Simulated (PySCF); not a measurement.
## Heteronuclear NMR

Bonds (- single, = double, # triple, : aromatic): C1=C2, C2-C3, C3-N4, N4:C5, C5:C6, C6-C7, C6:N8, N8:N9, N9:N4. C1 carries H10, H11; C2 carries H12; C3 carries H13, H14; C5 carries H15; C7 carries H16, H17, H18. H11 is cis to C3; H10 is trans to C3.

Isolated molecule, relativity neglected, rapidly exchanging positions averaged, a single conformation. Structure optimised with GFN2-xTB; NMR shieldings at PBE0/pcSseg-1/GIAO; PySCF 2.14.0 with density-fitted response routines.

Question: Where does 15N resonate?

Answer: 
| atoms | environment | σ (ppm) | δ (ppm) |
| --- | --- | --- | --- |
| N9 | pyridine-type nitrogen of an azole | -133.6 | -25.0 |
| N8 | pyridine-type nitrogen of an azole | -118.0 | -39.3 |
| N4 | pyrrole-type ring nitrogen | -4.1 | -144.3 |

Shieldings were converted by a linear fit to measured shifts: 15N (scatter 6.3 ppm rms vs CH3NO2, solution or neat liquid). A few per cent of atoms miss by over 2 rms, more outside the fitted compound classes.

On a 400 MHz spectrometer 15N resonates near 40.5 MHz, so 1 ppm is 40.5 Hz.
